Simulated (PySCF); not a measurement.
Cl2Mg, SMILES [Cl][Mg-][Cl], charge -1, multiplicity 2.

Geometry: B3LYP-D3(BJ)/def2-TZVPD.

Two levels are set side by side: PBE/def2-TZVPD (PySCF) and ωB97X/def2-TZVPD (PySCF). Same geometry, gas phase. Differences are taken from unrounded values.

| quantity | ωB97X |
|---|---|
| α-spin orbital gap (eV) | 6.06 |
| β-spin orbital gap (eV) | 9.55 |
| mean polarisability (bohr³) | 119.2 |

What does PBE give, and how far is it from ωB97X? (The exact figures need the calculation; the answer reports its results.)


```tsv
quantity	PBE	PBE minus ωB97X
α-spin orbital gap (eV)	1.96	-4.10
β-spin orbital gap (eV)	4.16	-5.39
mean polarisability (bohr³)	132.0	12.9
```

PBE's more diffuse valence density responds more strongly to a field. Differences between two approximate levels are no errors against the true value.

Rough cost on one machine, each run with all the roots and properties that it gave: ωB97X against PBE within a factor of 2.
